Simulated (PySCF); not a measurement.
Compound: H8NPSi2.
SMILES with atom numbers: `[NH2:1][SiH2:2][PH:3][SiH3:4]` (hydrogens: H5, H6 on N1; H7, H8 on Si2; H9 on P3; H10, H11, H12 on Si4)

Computed by this run: PBE0-D3(BJ)/def2-SVP geometry optimisation, gas phase in PySCF 2.14.0; density fitting, grid level 1; the optimiser is geomeTRIC in internal coordinates, started from a GFN2-xTB structure with every atom displaced at random (about 0.01 Å).

Step 0: E = -26644.2295 eV
```
atom  x, y, z in Å  |  force x, y, z in eV/Å
N1      2.2026    0.4821    0.7278    0.023   0.589   0.127
Si2     1.2055   -0.7238   -0.0049    0.250   0.770  -0.101
P3     -0.5013    0.1175   -1.2384    1.221   1.380  -0.227
Si4    -2.0351    0.4411    0.2922   -0.657  -0.384   0.052
H5      1.7669    1.0710    1.4351    0.043  -0.142   0.067
H6      2.7265    1.0979    0.1114    0.048  -0.104  -0.069
H7      2.0939   -1.4430   -0.9252    0.114  -0.371  -0.386
H8      0.7623   -1.5451    1.1057   -0.413  -0.629   0.520
H9     -0.9512   -1.0996   -1.6374   -0.673  -1.570  -0.560
H10    -3.3285    0.6375   -0.4124   -0.157   0.094  -0.057
H11    -1.7099    1.6379    1.0538    0.199   0.654   0.373
H12    -2.2179   -0.6754    1.2431    0.003  -0.288   0.260
```

Step 1: E = -26644.3962 eV
```
atom  x, y, z in Å  |  force x, y, z in eV/Å
N1      2.1860    0.5513    0.7245    0.064  -0.033  -0.382
Si2     1.2102   -0.6818    0.0042   -0.008  -0.216  -0.059
P3     -0.4727    0.0900   -1.3278   -0.153  -0.269  -0.098
Si4    -2.0198    0.4308    0.2768   -0.069   0.108   0.025
H5      1.8617    1.0019    1.5655   -0.106   0.140   0.252
H6      2.6348    1.2270    0.1086   -0.038  -0.103   0.130
H7      2.0523   -1.4985   -0.9246    0.009   0.031   0.033
H8      0.6816   -1.5577    1.1005    0.055   0.104  -0.005
H9     -0.9728   -1.2193   -1.7047    0.186   0.343   0.143
H10    -3.3432    0.6921   -0.3673    0.002  -0.028   0.004
H11    -1.6367    1.6591    1.0458    0.043  -0.052  -0.031
H12    -2.1678   -0.6965    1.2495    0.016  -0.026  -0.012
```

**Question.** Estimate the geometry and energy of step 2. (The exact step hangs on the optimiser's Hessian estimate; all steps are aligned on step 1, rigid shifts and turns removed.)

**Answer.** E = -26644.4076 eV, largest force 0.081 eV/Å
```
atom  x, y, z in Å  |  force x, y, z in eV/Å
N1      2.1596    0.5504    0.7208   -0.036   0.046   0.002
Si2     1.2050   -0.6927   -0.0075   -0.008  -0.057  -0.009
P3     -0.4739    0.0890   -1.3377   -0.025  -0.065  -0.040
Si4    -2.0093    0.4352    0.2769   -0.023   0.034   0.025
H5      1.8164    1.0031    1.5617    0.003  -0.018  -0.027
H6      2.6179    1.2253    0.1172    0.027   0.008   0.027
H7      2.0622   -1.5069   -0.9216    0.002   0.011   0.003
H8      0.6809   -1.5490    1.1003    0.000   0.012   0.009
H9     -0.9621   -1.2113   -1.6963    0.035   0.061   0.022
H10    -3.3404    0.6968   -0.3499    0.003  -0.010   0.003
H11    -1.6000    1.6557    1.0399    0.021  -0.012  -0.005
H12    -2.1426   -0.6971    1.2470    0.001  -0.009  -0.010
```

The energy changes by -0.0113 eV. The first-order estimate −F·Δx gives -0.0190 eV and the mean of the old and new forces, exact on a quadratic surface, -0.0114 eV. The step makes an angle of 73° with the force vector and moves no atom by more than 0.045 Å.

What follows is the cost of the whole optimisation. The run took 46 s of wall time on an Arm Neoverse V1 with one thread, shared host, and the process peaked at 0.45 GiB of memory.
